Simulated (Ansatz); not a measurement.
Relaxation of H3NZn (5 atoms, charge 0, multiplicity 1), to a largest force component of 0.015 eV/Å in at most 40 steps.

Level of theory: RKS PBE-D4/def2-TZVP in Ansatz 0.2.0.

```xyz
5
Properties=species:S:1:pos:R:3:forces:R:3
N 0.081 -0.717 -0.107 -0.68 -3.13 -3.39
Zn 0.109 1.015 -0.248 -48.09 -48.46 -15.78
H 0.321 -0.885 -1.193 -0.36 -0.60 2.74
H 0.768 -1.167 0.479 0.26 -0.43 0.01
H 0.647 1.560 -0.062 48.88 52.62 16.41
```

Problem. Where does it end, and by what steps?

Solution. The forces met the threshold. After 9 steps the energy has fallen by 16.044 eV; H5 moved furthest, 0.91 Å. The start is strongly strained (largest force component 53 eV/Å).

```tsv
step	energy less start (eV)	largest force component (eV/Å)	accepted
0	0.0000	52.621	yes
1	-11.8034	14.632	yes
2	-14.3554	6.926	yes
3	-15.4461	2.374	yes
4	-15.8603	0.973	yes
5	-16.0053	0.504	yes
6	-16.0407	0.113	yes
7	-16.0427	0.184	yes
8	-16.0435	0.022	yes
9	-16.0436	0.005	yes
```

```xyz
5
Properties=species:S:1:pos:R:3
N 0.126 -0.856 -0.242
Zn 0.429 0.945 -0.141
H 0.214 -1.293 -1.159
H 0.608 -1.449 0.432
H 0.550 2.459 -0.023
```

Whether the end is a true minimum wasn't checked by a vibrational analysis.

Time of the run: 11 s on 2 threads of Arm Neoverse V1, with other jobs on the host, peak memory 0.15 GiB.
